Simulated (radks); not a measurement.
Removal energies from the niobium ion Nb+, [Kr] 4d4, by Delta-SCF beside the eigenvalue of the level emptied. Calculated with a radial shooting solver on a logarithmic mesh with Libxc functionals: scalar-relativistic Kohn-Sham, r2SCAN, spin-polarised, spherical densities, finite nucleus; meta-GGA in the generalised Kohn-Sham scheme; Fermi nuclear charge, rms radius of each element as measured or else 0.836 A^(1/3) + 0.57 fm. Open shells are filled with parallel spins first.

removed from    final configuration  Delta-SCF (eV)  -eigenvalue (eV)
4d                         [Kr] 4d3          14.953            10.192
4p            [Ar] 3d10 4s2 4p5 4d4          45.408            39.863
4s            [Ar] 3d10 4s1 4p6 4d4          70.460            64.628
3d             [Ar] 3d9 4s2 4p6 4d4          218.92            204.27
